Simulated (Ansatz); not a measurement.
Abridged output of a molecular run in Ansatz:

```
Functional definition: HF
1190 factors; integrals over basis functions are off by at most 1.3e-3 eV
mean field evaluation 1: about -59114.5537 eV, gradient 4.7e1 eV
mean field evaluation 2: about -59114.5571 eV, gradient 4.7e1 eV
mean field evaluation 4: about -59118.9950 eV, gradient 3.5e0 eV
mean field evaluation 8: about -59119.0297 eV, gradient 3.0e-4 eV
mean field -59119.02973752 eV, -2172.5842705364 hartree, gradient 1.9e-6 eV, S^2 0.000000; 0 other end points of the search recorded, 0 dependent functions left out
13 core orbitals not correlated: weight in the atoms' cores, before any rotation towards them, 1.000 or more for the frozen orbitals, at most 0.000 for the correlated occupied ones
reference -59119.02973752 eV, -2172.5842705364 hartree; 20, 20 occupied and 85, 85 virtual orbitals, 1190 factors
second order -24.05289923 eV of doubles, -0.00000000 eV of singles
cycle   1  -23.94174212 eV  change    1.1e-1 eV  update   1.2e-1
cycle   2  -24.57509771 eV  change   -6.3e-1 eV  update   3.5e-2
cycle   3  -24.72554196 eV  change   -1.5e-1 eV  update   1.8e-2
cycle   4  -24.71765264 eV  change    7.9e-3 eV  update   4.5e-3
cycle   5  -24.71387781 eV  change    3.8e-3 eV  update   1.9e-3
cycle   6  -24.71382303 eV  change    5.5e-5 eV  update   6.6e-4
cycle   7  -24.71354316 eV  change    2.8e-4 eV  update   2.1e-4
cycle   8  -24.71349533 eV  change    4.8e-5 eV  update   7.7e-5
cycle   9  -24.71349455 eV  change    7.8e-7 eV  update   3.0e-5
perturbative correction -0.64460740 eV, -0.0236888850 hartree
Total energy: -59144.38783947 eV, -2173.5161635946 hartree
```

Its atoms:

Z-matrix (Å, degrees):
```
C
N 1 1.443
H 1 1.093 2 110.3
H 1 1.097 2 112.5 3 -119.3
H 1 1.097 2 112.2 3 118.9
Ga 2 1.800 1 127.5 3 2.2
H 2 1.006 1 114.3 3 -178.5
F 6 1.758 2 115.6 1 -179.0
N 6 1.809 2 128.1 1 -3.2
H 9 1.006 6 121.3 2 23.0
H 9 1.007 6 118.7 2 167.9
```

(1) Which basis set was used?
A. def2-SVP
B. def2-TZVPP
C. cc-pV(T+d)Z
D. cc-pV(Q+d)Z

(2) Write the keys of the input that set method, charge and spin (a neutral closed shell needs none for the last two).

## Answers

(1) A. It gives 118 functions.

(2) 
```yaml
correlation: {method: ccsd_t}
```
